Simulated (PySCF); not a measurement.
A PySCF script (with the pyscf-properties extension) for the NMR shieldings of SMILES [Cl][Al]([Cl])[Cl], AlCl3, on a PBE0-D3(BJ)/def2-TZVP geometry:

```python
import basis_set_exchange as bse
import numpy as np
from pyscf import gto, dft
from pyscf.prop import nmr

atoms = """
Cl   -1.779777   -0.912955    0.881760
Al   -0.021066    0.076714    0.428622
Cl    1.799784   -0.792919    0.883421
Cl   -0.084873    1.931168   -0.486095
"""
names = dict.fromkeys(["Cl", "Al"], "pcSseg-2")
basis = {el: gto.basis.parse(bse.get_basis(n, elements=[el], fmt="nwchem")) for el, n in names.items()}
mol = gto.M(atom=atoms, basis=basis, charge=0, verbose=0)
mf = dft.RKS(mol, xc="PBE0")
mf.grids.level = 2
mf.grids.alignment = dft.numint.BLKSIZE   # the property module wants whole blocks of grid points
mf.conv_tol = 1e-9
mf.kernel()

calc = nmr.RKS(mf)   # GIAO
C = mf.mo_coeff
Co = C[:, mf.mo_occ > 0]
resp = mf.gen_response(singlet=True, hermi=2)
def vind(x):   # induced exchange potential for any number of trial vectors
    d = np.einsum("pi,xij,qj->xpq", C, 2 * x.reshape(-1, C.shape[1], Co.shape[1]), Co, optimize=True)
    return np.einsum("xpq,pi,qj->xij", resp(d - d.transpose(0, 2, 1)), C, Co, optimize=True).ravel()
mo1, _ = nmr.rhf.solve_mo1(calc, with_cphf=vind)
sigma = calc.kernel(mo1)
for i, s in enumerate(sigma):   # ppm
    w = np.linalg.eigvalsh((s + s.T) / 2)
    print("%2d %-2s iso %8.1f  s11 %8.1f  s22 %8.1f  s33 %8.1f" % (i, mol.atom_pure_symbol(i), w.mean(), *w))
```

Question: What are the results?

Answer: 
```
 0 Cl iso    915.3  s11    826.6  s22    866.5  s33   1052.8
 1 Al iso    405.6  s11    346.3  s22    435.2  s33    435.4
 2 Cl iso    915.5  s11    826.7  s22    866.7  s33   1053.0
 3 Cl iso    915.5  s11    826.7  s22    866.7  s33   1053.1
```

These numbers come from an equivalent density-fitted implementation of the same equations, which agrees with the script to about 0.01 ppm for H and up to a few tenths of a ppm for heavy atoms, so last digits may differ.

Question: Turn these shieldings into chemical shifts. References, each an isolated molecule treated in the same way: HCl for $^{35}$Cl (945.66 ppm); $^{27}$Al (485.29 ppm) vs AlH4-.

Answer: Averaging equivalent atoms: Cl 0/2/3: 30; Al 1: 79.6 ppm. 

Size and cost of the density-fitted run: 172 basis functions, 20 s wall time on 1 thread of an Arm Neoverse N1, shared host; peak memory 0.76 GiB.
